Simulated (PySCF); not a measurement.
Precursor series Hf H-SH. Gas-phase values, no solvent. One relaxed conformer stands for each flexible species; it need not be the lowest.

Computed with TPSSh-D3(BJ)/def2-TZVP // BP86-D3(BJ)/def2-SVP (PySCF). 

```json
[
 {"species": "0 of 4 H replaced by SH ([Hf(H)4])", "coordination number": "4", "HOMO (eV)": "-7.89", "charge on the central atom (Mulliken) (e)": "0.83", "mean distance from the central atom to its bonded neighbours (Å)": "?", "LUMO (eV)": "-2.49"},
 {"species": "1 of 4 H replaced by SH ([Hf(H)3(SH)])", "coordination number": "4", "HOMO (eV)": "-7.53", "charge on the central atom (Mulliken) (e)": "0.83", "mean distance from the central atom to its bonded neighbours (Å)": "?", "LUMO (eV)": "-2.51"},
 {"species": "2 of 4 H replaced by SH ([Hf(H)2(SH)2])", "coordination number": "?", "HOMO (eV)": "-7.46", "charge on the central atom (Mulliken) (e)": "0.89", "mean distance from the central atom to its bonded neighbours (Å)": "2.142", "LUMO (eV)": "-2.52"},
 {"species": "4 of 4 H replaced by SH ([Hf(SH)4])", "coordination number": "4", "HOMO (eV)": "-7.27", "charge on the central atom (Mulliken) (e)": "?", "mean distance from the central atom to its bonded neighbours (Å)": "2.438", "LUMO (eV)": "?"}
]
```

Fill in the missing entries.


- 0 of 4 H replaced by SH ([Hf(H)4]), mean distance from the central atom to its bonded neighbours (Å): 1.854
- 1 of 4 H replaced by SH ([Hf(H)3(SH)]), mean distance from the central atom to its bonded neighbours (Å): 1.996
- 2 of 4 H replaced by SH ([Hf(H)2(SH)2]), coordination number: 4
- 4 of 4 H replaced by SH ([Hf(SH)4]), charge on the central atom (Mulliken) (e): 1.00
- 4 of 4 H replaced by SH ([Hf(SH)4]), LUMO (eV): -2.58
